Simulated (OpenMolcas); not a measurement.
A calculation on Ni7+.

```yaml
Program: OpenMolcas 26.06
Method: "SS-RASPT2, IPEA 0.25 Eh, imaginary shift 0.1 Eh (closed shells correlated: 3s)"
Basis: ANO-RCC-VTZP [6s5p3d2f1g]
Scalar_Hamiltonian: DKH2, point nucleus
Active_space: 9 electrons in 8 orbitals (RAS1 3p, at most 2 holes; RAS2 3d)
State_averaging: 2S+1 = 4 even, 10 roots; 2S+1 = 2 even, 40 roots
Spin-orbit_coupling: RASSI with atomic mean-field integrals over the reference wave functions, term energies averaged over their components
```

(1) Which level of the active space comes out lowest?

(2) How high does 3d3 2G 9/2 lie?

(3) How high does 3d3 4P 5/2 lie?

(4) How high does 3d3 2H 9/2 lie?

(5) The level at 33570 cm-1 has J = 3/2. What is it made of, and what is its g factor?

Measured values: Corliss and Sugar, J. Phys. Chem. Ref. Data 10, 197 (1981).

Results:

(1) 3d3 4F 3/2, with 100 % of that term; it is also the measured ground level.

(2) 27920 cm-1 above the lowest level.

(3) 25770 cm-1 above the lowest level; measured 24669 cm-1 above the ground level, so the calculation is off by +4 %.

(4) 36850 cm-1 above the lowest level.

(5) 54 % 3d3 2P 3/2, 41 % 3d3 2D(1), 4 % 3d3 4P; g = 1.130, against 1.334 from Landé's formula for the pure leading term.

Term energies are means over components that CASPT2 splits; among the terms shown or strongly mixed into the levels shown the widest spread is 260 cm-1 (3d3 4F). Active for correlation alone: 3p; no level in the range computed is led by a configuration that opens it, so any true level of that kind is missing. Measured partners are found by configuration, term and J. A level has none where our copy of the source lacks it or the pairing is in doubt (some pairs that miss far off the trend of their configuration count as doubtful), and it then counts in no deviation. Levels of configurations outside the active space are missing.

A number in round brackets counts repeated terms of one configuration in the order of the reference energies.
